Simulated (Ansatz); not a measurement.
Computed with Ansatz on PBE0-D4/def2-TZVP structures; ΔE is electronic, products minus reactants. CCSD(T)/CBS is the MP2 limit (def2-TZVPP, def2-QZVPP) plus CCSD(T) − MP2 in def2-TZVPP, frozen cores. This one scheme is used for every species. DFT in def2-TZVPP. B3LYP here is the variant with VWN-RPA as its local correlation; programs differ in this. HSE06 is defined as in plane-wave codes. For Ge outer-core shells are correlated without core-valence functions, which leaves a few kJ/mol of doubt a bond. Scalar relativity is left out up to krypton. Each species was taken in one conformer, which may not be the lowest.

Consider the formal hydrolysis of a Ge–F bond: `C[N](C)[Ge]([F])([N](C)C)[N](C)C` + H₂O → `C[N](C)[Ge]([OH])([N](C)C)[N](C)C` + H–F.

| level | ΔE (kcal/mol) | difference from CCSD(T)/CBS |
| --- | --- | --- |
| PBE-D4 | 9.2 | 0.5 |
| r2SCAN-D4 | 10.0 | 1.3 |
| CAM-B3LYP-D4 | 10.1 | 1.4 |
| ωB97X-V | 9.9 | 1.2 |
| ωB97M-V | 9.6 | 0.9 |
| B2PLYP | 10.0 | 1.3 |
| PBE-QIDH | 8.8 | 0.1 |
| BLYP | 11.7 | 3.0 |
| PBE0 | 9.9 | 1.2 |
| B3LYP | 11.2 | 2.5 |
| HSE06 | 9.8 | 1.1 |
| BHLYP | 11.2 | 2.5 |
| CAM-B3LYP | 11.1 | 2.4 |
| CCSD/def2-SVP | 10.4 | 1.7 |
| MP2/def2-TZVPP | 7.4 | -1.3 |
| HF/CBS(def2) | 12.5 | 3.8 |
| CCSD(T)/CBS | 8.7 | 0 |

Largest T1 diagnostic among the species: 0.011.

The D4 term adds −1.6 kcal/mol with B3LYP and −0.9 kcal/mol with PBE0; it sums over pairs of atoms, weighted by their polarisabilities, and B3LYP, whose exchange is more repulsive, gets the larger term. In def2-TZVPP, CCSD(T) changes the Hartree–Fock value by −3.8 kcal/mol (the triples alone add −0.5 kcal/mol) and MP2 by −4.6 kcal/mol.
